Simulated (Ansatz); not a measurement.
The same path of ClGeH$_{3}$N (6 atoms, charge 0, multiplicity 2) was run 3 times with different band settings. Lost on the way: N1–H4. Made: Ge2–H4.

Computed with UKS PBE0/def2-SVP (Ansatz 0.2.0).

Relaxed end points:

```xyz
6
Properties=species:S:1:pos:R:3
N -0.450 0.315 -0.782
Ge 0.072 -0.155 0.913
Cl 1.255 -1.967 0.626
H -0.977 1.182 -0.866
H -0.896 -0.414 -1.334
H 1.039 0.973 1.395
```

```xyz
6
Properties=species:S:1:pos:R:3
N -0.225 0.393 -1.424
Ge 0.005 0.207 0.400
Cl 0.496 -1.832 0.972
H -1.317 0.574 1.085
H -0.093 -0.508 -1.906
H 1.176 1.102 0.826
```

Common settings: spring 5.0 eV/Å²; optimiser quadratic models (default); start path through a guess of the saddle point; force threshold 0.05 eV/Å; iteration limit 60; end points relaxed.

| run | movable images | climbing image |
| --- | --- | --- |
| 1 | 5 | yes |
| 2 | 4 | no |
| 3 | 8 | no |

What does each run give, and how far can it be trusted?

Run 1: converged after 8 iterations, highest image 2.557 eV above the first end. Neighbouring images differ by up to 2.0 eV, so the band resolves the path poorly. A vibrational analysis at the climbing image gives one clearly imaginary mode, 1662i cm⁻¹: a first-order saddle point.
Run 2: converged after 8 iterations, highest image 2.177 eV above the first end. No image climbed, so the highest image needn't sit at the top of the path.
Run 3: converged after 10 iterations, highest image 2.547 eV above the first end. Neighbouring images differ by up to 1.2 eV, so the band resolves the path poorly. No image climbed, so the highest image needn't sit at the top of the path.
